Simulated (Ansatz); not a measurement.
Molecule: SnF, charge 0, multiplicity 2. SMILES: [F][Sn]
Structure (B3LYP-D3(BJ)/def2-TZVP (Ansatz, a quantum-chemistry and plane-wave program) minimum search):
```
Sn
F 1 1.9637
```
Charge 0, spin multiplicity 2.

Quantity: atomisation energy (electronic, to ground-state atoms), in kJ/mol. Cores are frozen in the correlated levels unless marked. UHF or UKS for open shells. Spin-orbit coupling is left out. Frozen are the shells of the preceding noble gas and the d and f shells that filled before the atom's block. Past Kr the def2 sets carry scalar-relativistic core potentials. STO-3G rows are all-electron and non-relativistic. The coupled-cluster limit lacks core correlation, which all-electron functionals hold. CBS marks a two-point X^-3 extrapolation of the correlation energy; Hartree-Fock from the larger set. [CCSD(T)-MP2]/basis is that difference in the basis named.

```csv
level,program,atomisation energy (kJ/mol)
SVWN5/def2-TZVPD,Ansatz,588.5
BLYP/def2-TZVPD,Ansatz,506.3
revPBE-D4/def2-TZVPD,Ansatz + dftd4,489.8
B3LYP-D4/def2-TZVPD,Ansatz + dftd4,487.6
r2SCAN0/def2-TZVPD,Ansatz,454.5
CAM-B3LYP/def2-TZVPD,Ansatz,490.7
LC-wPBE-D3(BJ)/def2-TZVPD,Ansatz + dftd3,484.8
MP2/def2-TZVPPD,Ansatz,499.5
"MP2/CBS(def2-TZVPP,def2-QZVPP)",Ansatz,519.2
SCS-MP2/def2-SVPD,Ansatz,468.7
CCSD/STO-3G,Ansatz,298.6
CCSD/def2-TZVPPD,Ansatz,452.6
"RI-MP2/CBS(def2-TZVPPD,def2-QZVPPD)+[CCSD(T)-MP2]/def2-SVPD",Ansatz,486.7
"RI-MP2/CBS(def2-TZVPP,def2-QZVPP)+[CCSD(T)-MP2]/def2-QZVPP",Ansatz,487.8
"CCSD(T)/CBS(def2-TZVPPD,def2-QZVPPD)",Ansatz,486.8
```
